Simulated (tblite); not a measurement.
Parent: `[Cl:1][SiH2:2][CH2:3][CH:4]1[CH2:5][CH2:6]1` with Cl1–Si2–C3–C4 62°, Si2–C3–C4–C5 82°, C4H9ClSi.

Computed geometry: GFN2-xTB, gas phase. One conformer each, not checked by frequencies here.

```csv
coordinate of the parent,value
Cl1–Si2,2.018 Å
Si2–C3,1.905 Å
C3–C4,1.512 Å
C4–C5,1.497 Å
C5–C6,1.500 Å
C4–C6,1.499 Å
Cl1–Si2–C3,108.6°
Si2–C3–C4,112.6°
C3–C4–C5,119.8°
C3–C4–C6,120.1°
C5–C4–C6,60.1°
C4–C5–C6,60.0°
C4–C6–C5,59.9°
```

How does the shared frame change in `[SiH3:1][CH2:2][Si@@H:3]([Cl:4])[CH2:5][CH:6]1[CH2:7][CH2:8]1` with Si1–C2–Si3–Cl4 179°, C2–Si3–C5–C6 -69°, Si3–C5–C6–C7 154°, C5H13ClSi2? Atoms pair as Cl1 = Cl4, Si2 = Si3, C3 = C5, C4 = C6, C5 = C8, C6 = C7 (parent first).

| parent | relative | value in the relative | change |
| --- | --- | --- | --- |
| Cl1–Si2 | Cl4–Si3 | 2.032 Å | +0.014 |
| Si2–C3 | Si3–C5 | 1.907 Å | +0.002 |
| C3–C4 | C5–C6 | 1.512 Å | 0.000 |
| C4–C5 | C6–C8 | 1.498 Å | +0.001 |
| C5–C6 | C8–C7 | 1.500 Å | 0.000 |
| C4–C6 | C6–C7 | 1.499 Å | 0.000 |
| Cl1–Si2–C3 | Cl4–Si3–C5 | 108.4° | -0.2 |
| Si2–C3–C4 | Si3–C5–C6 | 113.4° | +0.8 |
| C3–C4–C5 | C5–C6–C8 | 120.3° | +0.5 |
| C3–C4–C6 | C5–C6–C7 | 120.1° | 0.0 |
| C5–C4–C6 | C8–C6–C7 | 60.1° | 0.0 |
| C4–C5–C6 | C6–C8–C7 | 60.0° | 0.0 |
| C4–C6–C5 | C6–C7–C8 | 59.9° | 0.0 |

Of the parent's bonds, Cl1–Si2 changes most (+0.014 Å). Bonds of the relative outside the shared frame: Si1–C2 1.901, C2–Si3 1.898 Å. Point group C1 → C1.
